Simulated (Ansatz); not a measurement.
Start from `C[O][Au]` and change one atom or group to get `C[O][GeH3]`.

Ansatz, PBE0-D4/def2-TZVP geometries, multiplicity 1. 

Elements past krypton have def2 core potentials. Scalar relativity is left out up to krypton.

```csv
property,`C[O][Au]`
HOMO energy (PBE/def2-TZVPP) / eV,-5.63
zero-point energy (PBE0-D4/def2-TZVP) / kJ/mol,107.0
LUMO energy (B3LYP/def2-TZVPP) / eV,-3.59
HOMO energy (PBE0/def2-TZVPP) / eV,-7.01
HOMO–LUMO gap (ωB97M-V/def2-TZVPP) / eV,7.85
LUMO energy (PBE0/def2-TZVPP) / eV,-3.24
```

Q: What does the change do to each property? (Best estimate.)

A: Ansatz gave: 
```tsv
property	`C[O][GeH3]`	shift
HOMO energy (PBE/def2-TZVPP) / eV	-6.21	-0.58
zero-point energy (PBE0-D4/def2-TZVP) / kJ/mol	170.8	63.8
LUMO energy (B3LYP/def2-TZVPP) / eV	0.06	3.65
HOMO energy (PBE0/def2-TZVPP) / eV	-7.77	-0.76
HOMO–LUMO gap (ωB97M-V/def2-TZVPP) / eV	12.23	4.38
LUMO energy (PBE0/def2-TZVPP) / eV	0.31	3.55
```

With PBE0 the HOMO falls by 0.76 eV and the LUMO rises by 3.55 eV, so the gap widens by about 4.31 eV. PBE moves the HOMO by -0.58 eV and ωB97M-V by -0.92 eV. The zero-point energy changes by 63.8 kJ/mol with +9 modes.

B3LYP here is the variant with VWN-RPA as its local correlation; programs differ in this.
